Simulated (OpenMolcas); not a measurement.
**Computed levels of Lu²⁺**

| Item | Value |
| --- | --- |
| Program | OpenMolcas 26.06 |
| Method | CASSCF |
| Basis | ANO-RCC-VQZP [9s8p6d4f3g2h] |
| Scalar Hamiltonian | DKH2, point nucleus |
| Active space | 1 electron in 6 orbitals (5d 6s) |
| State averaging | 2S+1 = 2 even, 6 roots |
| Spin-orbit coupling | state interaction with AMFI integrals over the reference wave functions, term energies averaged over their components |

Spin-free terms above the lowest, with the occupations of the reference:

| Configuration | Term | E (cm-1) | Occupations |
| --- | --- | --- | --- |
| 6s | 2S | 0.0 | 6s 1.00 |
| 5d | 2D | 7287 | 5d 1.00 |

With spin-orbit coupling, above the lowest level:

```json
{"Configuration": "6s", "Term": "2S", "J": "1/2", "E (cm-1)": "0.0", "g": "2.002", "Term weight %": "100"}
{"Configuration": "5d", "Term": "2D", "J": "3/2", "E (cm-1)": "5332", "g": "0.800", "Term weight %": "100"}
{"Configuration": "5d", "Term": "2D", "J": "5/2", "E (cm-1)": "8590", "g": "1.200", "Term weight %": "100"}
```

With one active electron the reference holds no correlation, so core polarisation is missing. Only configurations of the active space appear.

The term weight is that of the spin-free term in the level, not the purity of its configuration.
